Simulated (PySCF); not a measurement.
## From orbital energies to the Hartree-Fock energy

System: HFMg (SMILES [F][MgH]), singlet, at a GFN2-xTB geometry (such geometries of metal compounds can be far from the true shape). Level: HF/def2-SVPD (PySCF). Sums are taken with unrounded values, so a last digit can differ.

Occupied orbital energies (Eh, each doubly occupied): -49.02276, -26.19436, -3.77565, -2.29946, -2.29687, -2.29687, -1.44194, -0.59508, -0.56352, -0.56352, -0.42428. One-electron energy -499.07881 Eh, nuclear repulsion 39.48737 Eh.

Work out the total energy, and say why twice the sum of orbital energies isn't the electronic energy.

Twice the sum of the occupied levels is -178.94865 Eh. It holds the one-electron energy once and the electron-electron energy twice, since each pair is counted from both sides: 2Σε = E1 + 2 E2. So E2 = (-178.94865 - (-499.07881))/2 = 160.06508 Eh, and E = E1 + E2 + E_nuc = -299.52636 Eh. PySCF's converged energy is -299.52636 Eh.
